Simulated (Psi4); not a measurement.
Noncovalent pair: CH4 (SMILES C) (first 5 atoms) with SiH4 (SMILES [SiH4]); geometry from B3LYP-D3(BJ)/def2-TZVP, rigid monomers moved along the line of their centres of mass till C1···Si6 is 6.81 Å.
(charge 0, multiplicity 1):
```xyz
10

C      0.08907    -0.04280    -0.04091
H     -0.95281     0.05252     0.26175
H      0.50384    -0.96268     0.36889
H      0.14997    -0.07020    -1.12800
H      0.65537     0.80920     0.33272
Si    -0.22999     0.11148     6.76447
H      0.29837    -1.19964     6.32684
H     -1.58392     0.31255     6.20217
H      0.66724     1.18947     6.29269
H     -0.30195     0.14381     8.24323
```

Level of theory: SAPT0/jun-cc-pV(D+d)Z (Psi4).

**Question.** Give the four SAPT terms and the total, and say what mostly holds the pair together.

**Answer.** electrostatics 0.00, exchange 0.00, induction 0.00, dispersion -0.02, total -0.02 kcal/mol; the largest attraction is dispersion.
